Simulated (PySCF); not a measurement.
## Correlation energy of I (iodine, neutral)

[Kr] 4d10 5s1 5p6, 2S determinant (an excited configuration). Computed with PySCF 2.14 in def2-QZVPPD with the def2 core potential (28 electrons) (8s7p5d4f1g, 91 functions), with scalar relativity through the core potential. Frozen: 4s2 4p6 4d10; 7 electrons correlated.

```json
{"level": "CCSD", "correlation energy (mhartree)": "-265.07"}
{"level": "(T)", "correlation energy (mhartree)": "-54.10"}
{"level": "CCSD(T)", "correlation energy (mhartree)": "-319.17"}
```

Diagnostics: T1 = 0.029, D1 = 0.0520, largest double amplitude 0.272.

**Question.** Is a single reference adequate?

**Answer.** Not fully. A double-excitation amplitude exceeds 0.15, a sign of near-degeneracy.
